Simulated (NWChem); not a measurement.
All runs are NWChem calculations. System: F$_{6}$W, charge 1, spin multiplicity 2, at the geometry of a parent with another charge or spin, in a state set for the comparison that need not be this species' ground state. Its SCF solution wasn't tested for a lower state.

Job file:

```
start mol
memory heap 200 mb stack 900 mb global 1100 mb
charge 1
geometry units angstroms nocenter noautoz
  W      0.000000     0.000000     0.000000
  F      1.861468     0.000000     0.000000
  F     -1.861468     0.000000     0.000000
  F      0.000000     0.000000     1.861473
  F      0.000000     1.861466     0.000000
  F      0.000000    -1.861466     0.000000
  F      0.000000     0.000000    -1.861473
  symmetry group D2h
end
basis spherical
  * library def2-svp
end
ecp
  W library def2-ecp
end
dft
  xc b3lyp
  odft
  mult 2
  semidirect memsize 60000000 filesize 0
  iterations 100
end
task dft energy
```

The output up to the point where the run's verdict is printed (cleaned and shortened):

```
             Northwest Computational Chemistry Package (NWChem) 7.3.0
             --------------------------------------------------------

                                NWChem Input Module
                                -------------------

 Scaling coordinates for geometry "geometry" by  1.889725989
 (inverse scale =  0.529177249)

 Turning off AUTOSYM since
 SYMMETRY directive was detected!

                             Geometry "geometry" -> ""
                             -------------------------

 Output coordinates in angstroms (scale by  1.889725989 to convert to a.u.)

  No.       Tag          Charge          X              Y              Z
 ---- ---------------- ---------- -------------- -------------- --------------
    1 W                   74.0000     0.00000000     0.00000000     0.00000000
    2 F                    9.0000     1.86146800     0.00000000     0.00000000
    3 F                    9.0000    -1.86146800     0.00000000     0.00000000
    4 F                    9.0000     0.00000000     0.00000000     1.86147300
    5 F                    9.0000     0.00000000     1.86146600     0.00000000
    6 F                    9.0000     0.00000000    -1.86146600     0.00000000
    7 F                    9.0000     0.00000000     0.00000000    -1.86147300

 Effective nuclear repulsion energy (a.u.)    1365.9077690710

            Nuclear Dipole moment (a.u.)
            ----------------------------
        X                 Y               Z
 ---------------- ---------------- ----------------
     0.0000000000     0.0000000000     0.0000000000

      Symmetry information
      --------------------

 Group name             D2h
 Group number             26
 Group order               8
 No. of unique centers     4

      Symmetry unique atoms

     1    2    4    5


 Summary of "ao basis" -> "" (spherical)
 ------------------------------------------------------------------------------
       Tag                 Description            Shells   Functions and Types
 ---------------- ------------------------------  ------  ---------------------
 *                          def2-svp                  on all atoms
[...]
 d= 0,ls=0.5,diis    75   -664.8728247352  5.58D-05  4.78D-05  1.08D-03    17.7
                                                     5.08D-05  2.05D-04
 d= 0,ls=0.5,diis    76   -664.8726359512  1.89D-04  4.14D-05  1.06D-03    17.9
                                                     5.88D-05  2.03D-04
 d= 0,ls=0.5,diis    77   -664.8725066302  1.29D-04  3.66D-05  8.52D-04    18.1
                                                     6.19D-05  1.55D-04
 d= 0,ls=0.5,diis    78   -664.8723933679  1.13D-04  3.18D-05  6.52D-04    18.3
                                                     4.69D-05  1.29D-04
 d= 0,ls=0.5,diis    79   -664.8722931039  1.00D-04  3.13D-05  5.82D-04    18.6
                                                     5.38D-05  1.14D-04
 d= 0,ls=0.5,diis    80   -664.8722199374  7.32D-05  3.73D-05  4.60D-04    18.8
                                                     5.24D-05  9.67D-05
 d= 0,ls=0.5,diis    81   -664.8721165630  1.03D-04  4.68D-05  4.59D-04    19.0
                                                     4.99D-05  9.14D-05
 d= 0,ls=0.5,diis    82   -664.8719906700  1.26D-04  5.33D-05  5.30D-04    19.3
                                                     7.97D-05  9.96D-05
 d= 0,ls=0.5,diis    83   -664.8718619041  1.29D-04  5.14D-05  3.83D-04    19.5
                                                     6.52D-05  8.03D-05
 d= 0,ls=0.5,diis    84   -664.8717467194  1.15D-04  3.90D-05  3.52D-04    19.7
                                                     7.13D-05  6.93D-05
 d= 0,ls=0.5,diis    85   -664.8716734989  7.32D-05  3.78D-05  2.25D-04    19.9
                                                     6.13D-05  5.82D-05
 d= 0,ls=0.5,diis    86   -664.8716030084  7.05D-05  3.88D-05  1.80D-04    20.1
                                                     5.56D-05  4.96D-05
 d= 0,ls=0.5,diis    87   -664.8715397035  6.33D-05  3.70D-05  1.54D-04    20.4
                                                     4.75D-05  3.99D-05
 d= 0,ls=0.5,diis    88   -664.8714861047  5.36D-05  3.08D-05  1.59D-04    20.6
                                                     4.29D-05  3.20D-05
 d= 0,ls=0.5,diis    89   -664.8714473488  3.88D-05  2.66D-05  1.37D-04    20.8
                                                     4.25D-05  2.65D-05
 d= 0,ls=0.5,diis    90   -664.8714179985  2.94D-05  2.06D-05  9.90D-05    21.0
                                                     3.65D-05  2.09D-05
 d= 0,ls=0.5,diis    91   -664.8713979703  2.00D-05  1.71D-05  6.81D-05    21.3
                                                     3.08D-05  1.65D-05
 d= 0,ls=0.5,diis    92   -664.8713816258  1.63D-05  1.50D-05  5.03D-05    21.5
                                                     2.60D-05  1.34D-05
 d= 0,ls=0.5,diis    93   -664.8713678779  1.37D-05  1.36D-05  4.05D-05    21.7
                                                     2.15D-05  1.09D-05
 d= 0,ls=0.5,diis    94   -664.8713563431  1.15D-05  1.18D-05  3.61D-05    22.0
                                                     1.82D-05  8.61D-06
 d= 0,ls=0.5,diis    95   -664.8713469546  9.39D-06  7.82D-06  3.21D-05    22.2
                                                     1.46D-05  7.07D-06
 d= 0,ls=0.5,diis    96   -664.8713416514  5.30D-06  9.56D-06  2.55D-05    22.4
                                                     1.53D-05  5.77D-06
 d= 0,ls=0.5,diis    97   -664.8713341807  7.47D-06  1.08D-05  2.18D-05    22.5
                                                     1.51D-05  5.37D-06
 d= 0,ls=0.5,diis    98   -664.8713264288  7.75D-06  9.79D-06  1.95D-05    22.7
                                                     1.27D-05  4.83D-06
 d= 0,ls=0.5,diis    99   -664.8713202515  6.18D-06  8.89D-06  1.82D-05    22.9
                                                     1.16D-05  4.07D-06
 d= 0,ls=0.5,diis   100   -664.8713150819  5.17D-06  9.34D-06  1.61D-05    23.1
                                                     1.28D-05  3.49D-06
```

Convergence was not reached. The next line reads: Calculation failed to converge. NWChem stopped with the message: dft energy failed.
